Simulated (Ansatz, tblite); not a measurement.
Forces on the cluster Sn4Cl4 at its PBE0-D4/def2-SVP geometry. The state is a singlet with charge 0.

In the def2 sets Sn takes a core potential; there is no spin–orbit coupling. The xTB rows come from tblite. The restricted singlet is unstable towards broken spin symmetry in Hartree–Fock (as tested in another run); at PBE-D4/def2-TZVP this wasn't settled. Another isomer (singlet) lies 1.15 eV lower at PBE0-D4/def2-TZVP; other spin states weren't run for this one.

GFN1-xTB (tblite), largest force 0.90 eV/Å:

```xyz
8
positions Å, forces eV/Å
Sn    0.404    2.309   -0.062   -0.387   -0.661    0.111
Sn   -0.539    0.063   -1.592    0.303   -0.016    0.849
Sn    0.574   -0.049    1.577   -0.289    0.043   -0.851
Sn   -0.391   -2.281    0.056    0.361    0.617   -0.104
Cl    1.053   -4.099   -0.501   -0.181    0.154    0.064
Cl   -1.113    4.057    0.529    0.195   -0.141   -0.072
Cl   -1.341    0.143   -3.818    0.031   -0.004    0.087
Cl    1.353   -0.143    3.810   -0.033    0.008   -0.084
```

GFN2-xTB (tblite), largest force 0.90 eV/Å:

```
Sn -0.517 0.468 0.196
Sn -0.295 0.030 -0.845
Sn 0.304 -0.037 0.840
Sn 0.478 -0.490 -0.178
Cl -0.432 0.460 0.161
Cl 0.460 -0.437 -0.175
Cl 0.162 -0.016 0.448
Cl -0.159 0.023 -0.448
```

PBE-D4/def2-TZVP (Ansatz), largest force 0.22 eV/Å:

```
Sn -0.017 0.157 0.009
Sn -0.075 0.015 -0.211
Sn 0.079 -0.005 0.210
Sn 0.018 -0.171 -0.009
Cl -0.019 -0.034 0.002
Cl 0.014 0.038 -0.002
Cl -0.001 -0.002 -0.009
Cl 0.001 0.002 0.010
```
